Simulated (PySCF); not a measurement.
CH3O (cation, charge +1), SMILES C=[OH+] at its PBE0/def2-SVP optimised geometry (Å):

```
5

C     -0.5465     0.0269     0.0000
O      0.6933     0.0269     0.0000
H     -1.0308    -0.9628    -0.0001
H     -1.1320     0.9628     0.0000
H      1.1320     0.9084     0.0001
```

Method: PBE0/def2-TZVP run with PySCF.

Map of the log10 of the electron density (e/bohr³), floored at −4 on the plane z = 0.8 Å:

```
|00000000000000000000000000000|
|00000000000000000000000000000|
|00000000000000000000000000000|
|00000000000000000000000000000|
|00000000000000000000000000000|
|00000000111110000000000000000|
|00000011233321111111100000000|
|00000023344443222333220000000|
|00000134555554444444432000000|
|00000235666665555665542100000|
|00001245677776666776543100000|
|00001345678887778887653200000|
|00001245778888889988654200000|
|00001245678889999998754200000|
|00000245678899999998754200000|
|00000245678888999998754200000|
|00000245678888888887653200000|
|00000245678887777776543100000|
|00000235677776666665432100000|
|00000134566665544444321000000|
|00000123455554333322210000000|
|00000012344443211111000000000|
|00000001223221100000000000000|
|00000000011110000000000000000|
|00000000000000000000000000000|
|00000000000000000000000000000|
|00000000000000000000000000000|
|00000000000000000000000000000|
|00000000000000000000000000000|
```
Scale: ten equal steps from -4.00 (start of '0') to -1.05 (end of '9'), in the order '0123456789'; x runs from -3.50 to 3.50, y from -3.50 (bottom) to 3.50 (top).
